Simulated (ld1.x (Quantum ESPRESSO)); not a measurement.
# Transferability test, TM potential for zinc (Zn)

| Quantity | Value |
| --- | --- |
| Element | zinc (Zn) |
| Generator | ld1.x (Quantum ESPRESSO) 7.5 |
| Type | norm-conserving Troullier–Martins (Kleinman–Bylander form) |
| Functional | PBE |
| Relativity | scalar-relativistic |
| Frozen core | [Ar] 3d10 |
| Valence charge | 2 |
| Reference configuration | 4s0.5 4p0 (charge +1.5) |
| Partial waves | 4s (bound): rc 1.65 bohr; 4p (bound, empty): rc 1.85 bohr |
| Local potential | all-electron potential smoothed inside 1.45 bohr (lloc = -2) |
| Core correction | none |

Energies are relative to the spin-unpolarised reference configuration 4s0.5 4p0; without spin polarisation the order of configurations can differ from experiment.

```
valence configuration  charge  ΔE all-electron (eV)  error AE − PS (meV)
              4s2 4p0       0               -17.979                 +520
              4s1 4p0      +1                -8.090                 +114
            4s1.5 4p0    +0.5               -14.038                 +319
              4s1 4p1       0               -12.892                 +390
              4s0 4p2       0                -7.421                 +402
```

What are ΔE and the potential's error for 4s0 4p1?

ΔE = -1.766 eV all-electron; the error (AE − PS) is +139 meV.

Levels in the configuration 4s1.5 4p0:

```
level  all-electron (eV)  pseudo (eV)
   4s             -9.840      -10.262
```
